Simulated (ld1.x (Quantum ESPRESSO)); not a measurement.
Before and after: TM semilocal potential for Os (Z = 76)

Os (Z = 76), norm-conserving Troullier–Martins (semilocal form), made with ld1.x (Quantum ESPRESSO) 7.5 (LDA (PZ), scalar-relativistic). Core [Xe] 4f14, reference 5d6 6s1.5 6p0.5. Waves: 6p (bound): rc 2.55 bohr; 5d (bound): rc 1.80 bohr; 6s (bound): rc 1.85 bohr. Local part: the s channel. Core correction: Bessel-smoothed model core, default radius (core density twice the valence density).

All-electron outer shells of the reference configuration (LDA (PZ), scalar-relativistic, ld1.x):

```csv
shell,level (eV),outermost node (bohr),outermost maximum (bohr)
4f,-53.22,–,0.40
5p,-51.98,0.55,1.03
5d,-7.32,0.60,1.36
6s,-7.03,1.20,2.45
6p,-1.89,1.43,3.47
```

Change: wave 6p (bound): rc 2.55 bohr becomes 6p (bound): rc 3.02 bohr.

Cutoffs: the cutoffs (Ry, on a coarse ladder) from which the occupation-weighted sum of valence levels, in a spherical-Bessel basis at the reference potential, stays within 10 and 1 mRy of its value at 400 Ry; they do not see the model core or the augmentation charge, which bear on the density cutoff. Errors are all-electron minus pseudo energies relative to the spin-unpolarised reference configuration.

Q: What does the change do?

A: The potential gets neither clearly harder nor softer (40 Ry and 70 Ry → 40 Ry and 70 Ry); of the 9 tests that both files solve, the error grows in 2 and shrinks in 0 by more than 15 % and 0.3 meV (median size 8.2 → 7.9 meV); neither file shows a bound ghost. A semilocal file is local in each channel, so a ghost entry of none says nothing of the separable form that plane-wave codes build from it.

```csv
quantity,base,changed
"cutoff, loose",40 Ry,40 Ry
"cutoff, tight",70 Ry,70 Ry
bound ghosts,none,none
"error for 5d6 6s2 6p0, meV [ΔE -2.53 eV]",+0.7,+0.6
"error for 5d6 6s1 6p0, meV [ΔE 7.33 eV]",-4.8,-5.0
"error for 5d6 6s0 6p0, meV [ΔE 24.62 eV]",-22,-22
"error for 5d5 6s2 6p0, meV [ΔE 8.78 eV]",+1.9,+4.1
"error for 5d7 6s0 6p0, meV [ΔE 6.87 eV]",-65,-67
"error for 5d6 6s0 6p1, meV [ΔE 13.58 eV]",-1.4,-4.2
"error for 5d6.5 6s1.5 6p0, meV [ΔE -2.46 eV]",-8.7,-9.8
"error for 5d6 6s1.5 6p0.5 (spin-polarised), meV [ΔE -2.56 eV]",+23,+23
"error for 5d6 6s2 6p0 (spin-polarised), meV [ΔE -4.55 eV]",+8.2,+7.9
```
